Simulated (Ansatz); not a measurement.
Computed with Ansatz on PBE0-D4/def2-TZVP structures; ΔE is electronic, products minus reactants. CCSD(T)/CBS adds triple-zeta CCSD(T) − MP2 to the extrapolated MP2 energy (def2 sets, frozen cores). This one scheme is used for every species. Functionals use def2-TZVPP. Elements past krypton have def2 core potentials. For Nb outer-core shells are correlated without core-valence functions, which leaves a few kJ/mol of doubt a bond. Each species was taken in one conformer, which may not be the lowest.

`[NH2][Nb]([NH2])(=[S])[Cl]` + H₂O → `[NH2][Nb]([OH])(=[S])[Cl]` + NH₃  (formal hydrolysis of the Nb–N bond)

`[NH2][Nb]([NH2])(=[S])[Cl]`:

Z-matrix (Å, degrees):
```
Nb
N 1 1.951
S 1 2.136 2 107.9
N 1 1.951 2 111.3 3 118.3
Cl 1 2.311 2 108.6 3 -122.3
H 2 1.012 1 124.1 3 -172.2
H 2 1.010 1 125.4 3 5.1
H 4 1.012 1 124.1 2 53.8
H 4 1.010 1 125.4 2 -123.4
```

H₂O:

```xyz
3

O    -0.287    0.258    0.051
H     0.081   -0.051   -0.780
H     0.206   -0.207    0.730
```

`[NH2][Nb]([OH])(=[S])[Cl]`:

```xyz
8

N     0.105   -1.283   -0.747
Nb    0.151    0.519   -0.020
O    -1.145    0.674    1.332
S     2.129    0.798    0.738
Cl   -0.308    2.044   -1.683
H    -0.757   -1.738   -1.020
H     0.893   -1.902   -0.865
H    -1.069    0.888    2.264
```

NH₃:

Z-matrix (Å, degrees):
```
N
H 1 1.013
H 1 1.013 2 107.1
H 1 1.013 2 107.1 3 -114.5
```

```
             level  ΔE (kJ/mol)
            B97M-V        -54.6
           ωB97X-V        -52.3
           ωB97M-V        -50.0
          PBE-QIDH        -46.2
           r2SCAN0        -49.9
     HF/def2-TZVPP        -54.5
CCSD(T)/def2-TZVPP        -45.2
     HF/def2-QZVPP        -54.0
```

Q: What does CCSD(T)/CBS give? (Estimate.)

A: Computed: -43.1 kJ/mol. The listed levels differ from it by -11.5, -9.2, -6.9, -3.1, -6.8, -11.4, -2.1, -10.9 kJ/mol.

Largest T1 diagnostic among the species: 0.023, so the coupled-cluster value is less sure than usual.

The D4 term adds +3.2 kJ/mol with B3LYP and +1.9 kJ/mol with PBE0; it sums over pairs of atoms, weighted by their polarisabilities, and B3LYP, whose exchange is more repulsive, gets the larger term. Leaving LDA and LC-ωPBE aside and taking each functional with its dispersion term where it has one, the values spread over 8.4 kJ/mol, from B97M-V to PBE-QIDH.

CCSD(T)/CBS has its own doubt, a few kJ/mol and more with outer-core shells, so smaller differences from it don't rank the levels.

B3LYP here is the variant with VWN-RPA as its local correlation; programs differ in this.
